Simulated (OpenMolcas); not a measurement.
Mo2+.

```json
{
  "Program": "OpenMolcas",
  "Basis": "ANO-RCC-VQZP [8s7p5d3f2g1h]",
  "Scalar Hamiltonian": "DKH2, point nucleus",
  "Active space": "4 electrons in 5 orbitals (4d)",
  "State averaging": "2S+1 = 5 even, 5 roots; 2S+1 = 3 even, 45 roots; 2S+1 = 1 even, 50 roots",
  "Spin-orbit coupling": "RASSI with atomic mean-field integrals over the reference wave functions, term energies averaged over their components"
}
```

Two sets of levels on these reference wave functions, in cm⁻¹ above 4d⁴ ⁵D₀: one from CASSCF and one from MS-CASPT2, IPEA 0.25 Eh, imaginary shift 0.1 Eh (closed shells correlated: 4s 4p).

| Level | Set 1 | Set 2 |
| --- | --- | --- |
| 4d⁴ ⁵D₀ | 0.0 | 0.0 |
| 4d⁴ ⁵D₁ | 240 | 219 |
| 4d⁴ ⁵D₂ | 664 | 622 |
| 4d⁴ ⁵D₃ | 1216 | 1168 |
| 4d⁴ ⁵D₄ | 1858 | 1824 |
| 4d⁴ ³H₄ | 13050 | 15780 |
| 4d⁴ ³P₀(1) | 11680 | 16180 |
| 4d⁴ ³H₅ | 13610 | 16270 |
| 4d⁴ ³H₆ | 14110 | 16750 |
| 4d⁴ ³P₁(1) | 12920 | 17410 |
| 4d⁴ ³F₃(1) | 14520 | 18280 |
| 4d⁴ ³F₂(1) | 14540 | 18360 |
| 4d⁴ ³F₄(1) | 14820 | 18520 |
| 4d⁴ ³P₂(1) | 14780 | 19320 |
| 4d⁴ ³G₃ | 16430 | 20150 |
| 4d⁴ ³G₄ | 16840 | 20560 |

**Question.** Which set is which?

**Answer.** Set 1 is MS-CASPT2. Its levels of the other terms of 4d⁴ lie at 0.72 to 0.84 of the other set's values, as expected, since terms of lower spin or lower L gain more correlation energy than the Hund ground term. Against 15 measured levels (Sugar and Musgrove, J. Phys. Chem. Ref. Data 17, 155 (1988)) the mean absolute deviation is 350 cm-1 with it and 3000 cm-1 without; single levels miss by up to 610 cm-1 with it.

CASPT2 breaks the degeneracy within a term, and the mean is taken; among the terms shown or strongly mixed into the levels shown the widest spread is 520 cm-1 (4d⁴ ³H, MS-CASPT2). Levels of configurations with an s electron are missing; early in the row they begin among the upper levels of the d shell and mix with terms of their name. Without dynamic correlation excited terms often stand tens of per cent too high (terms of higher spin than the ground term too low), and those without a measured partner can miss by more than the paired ones (holds for CASSCF). Some levels mix across a computed gap that differs much from the measured one, so their mixing is not that of the real levels (holds for CASSCF). The CASPT2 spread within a term exceeds the gap to the next term for 4d⁴ ³P(1) and 4d⁴ ³H, so the order of their levels is uncertain (holds for MS-CASPT2). Computed and measured levels are paired by configuration, term and J; levels that our copy of the source lacks, or whose pairing is in doubt (as where it misses far off the trend of its configuration), stay unpaired and out of the deviations. Levels of configurations outside the active space are missing. Levels that lie high or do not pair safely by name in every column are left out.

A number in round brackets counts repeated terms of one configuration in the order of the reference energies.
